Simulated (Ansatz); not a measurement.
Reaction (formal hydrolysis of a C–Si bond): `CCC[SiH2]O` + H₂O → `CCCO` + silanol

Program: Ansatz. Geometries: PBE0-D4/def2-TZVP. ΔE: electronic, gas phase. CCSD(T)/CBS is the MP2 limit (def2-TZVPP, def2-QZVPP) plus CCSD(T) − MP2 in def2-TZVPP, frozen cores. This one scheme is used for every species. DFT in def2-TZVPP. B3LYP here is the variant with VWN-RPA as its local correlation; programs differ in this. One conformer a species, not always the lowest.

`CCC[SiH2]O`:

Cartesian coordinates in Å:
```
C -0.296 1.326 -1.155
C 0.899 0.595 -0.565
C 0.682 0.120 0.872
Si -0.659 -1.165 1.110
O -0.462 -2.455 0.095
H -1.183 0.688 -1.203
H -0.086 1.676 -2.168
H -0.561 2.197 -0.549
H 1.774 1.254 -0.601
H 1.152 -0.264 -1.196
H 0.449 0.973 1.522
H 1.610 -0.314 1.264
H -0.579 -1.720 2.484
H -2.010 -0.564 0.908
H -0.732 -2.349 -0.817
```

H₂O:

```xyz
3

O     0.092   -0.064    0.373
H     0.673   -0.113   -0.389
H    -0.765    0.178    0.017
```

`CCCO`:

```xyz
12

C     0.051   -1.427    0.534
C    -0.171    0.076    0.531
C     0.009    0.681   -0.847
O    -0.247    2.069   -0.884
H     1.059   -1.681    0.193
H    -0.075   -1.847    1.534
H    -0.658   -1.931   -0.129
H     0.530    0.555    1.226
H    -1.177    0.315    0.889
H     1.019    0.457   -1.223
H    -0.700    0.231   -1.547
H     0.357    2.502   -0.276
```

`O[SiH3]`:

```xyz
6

O    -0.713    1.043    0.215
Si    0.338   -0.195   -0.065
H    -1.642    0.830    0.300
H     0.312   -1.197    1.037
H     1.680    0.423   -0.152
H     0.025   -0.905   -1.335
```

Is it downhill or uphill in electronic energy at CCSD(T)/CBS, and by how much? (An estimate is asked.)

Ansatz gave: Uphill: ΔE = +83.4 kJ/mol.

What do these levels give: PBE-D4, r2SCAN-D4, B3LYP-D4, PBE, PBE0, B3LYP, HF/def2-TZVPP, SCS-MP2/def2-TZVPP, CCSD(T)/def2-TZVPP, MP2/def2-QZVPP, HF/CBS(def2), CCSD/CBS(def2)? (An estimate is asked.)

The calculation gave: PBE-D4 78.4, r2SCAN-D4 77.6, B3LYP-D4 75.1, PBE 71.3, PBE0 73.3, B3LYP 63.9, HF/def2-TZVPP 54.7, SCS-MP2/def2-TZVPP 75.9, CCSD(T)/def2-TZVPP 77.9, MP2/def2-QZVPP 88.9, HF/CBS(def2) 55.0, CCSD/CBS(def2) 81.1 kJ/mol.

Largest T1 diagnostic among the species: 0.011.

In def2-TZVPP, CCSD(T) changes the Hartree–Fock value by +23.2 kJ/mol (the triples alone add +2.3 kJ/mol) and MP2 by +30.9 kJ/mol. The D4 term adds +11.2 kJ/mol with B3LYP and +6.5 kJ/mol with PBE0; it sums over pairs of atoms, weighted by their polarisabilities, and B3LYP, whose exchange is more repulsive, gets the larger term.
